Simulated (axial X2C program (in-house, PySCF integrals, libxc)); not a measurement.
**Spin–orbit effects down a group: molecules with Cr (ions), HF**

Calculated with an axial X2C code built on PySCF integrals, spin-free (one-electron X2C) or two-component (2c: spin–orbit coupling with atomic mean-field Coulomb and Gaunt terms, which also bring small scalar terms), in Dyall basis sets with cores contracted in-house; open shells are unrestricted.

Basis sets: Cr dyall-cv3z, H dyall-v3z, Li dyall-cv3z, Na dyall-cv3z.

| molecule | spin-free state | Re (Å) | ωe (cm⁻¹) | De (eV) | 2c state | Re 2c (Å) | ωe 2c (cm⁻¹) | De 2c (eV) |
| --- | --- | --- | --- | --- | --- | --- | --- | --- |
| CrH⁺ | M_S = 2, Λ = 0 | 1.655 | 1822.6 | 0.59 | Ω = 2 | 1.655 | 1822.4 | 0.58 |
| LiCr⁺ | M_S = 3, Λ = 0 | 3.046 | 210.0 | 0.99 | Ω = 3 | 3.047 | 209.9 | 0.99 |
| NaCr⁺ | M_S = 3, Λ = 0 | 3.364 | 113.8 | 0.68 | Ω = 3 | 3.365 | 113.8 | 0.68 |

Fragments in 2c: Cr+ + H, Cr + Li+, Cr + Na+. Each entry is the lowest single determinant of a limited PBE0 search at one distance. De goes to single-determinant-based atoms at the same level (for ions the charge split of lowest energy) and is withheld (n/a) where an atom does not fit its ground term or J level. Main or longest-lived isotopes. One determinant is a doubtful description, or other states lie close, for CrH⁺, LiCr⁺, NaCr⁺; these need not be ground states, and all values refer to the states named. Some open-shell Ω = 0 determinants are out of reach, so the Ω given for CrH⁺, LiCr⁺, NaCr⁺ need not be the lowest component. With several unpaired electrons the Ω given is that of one determinant, not necessarily of the lowest component.
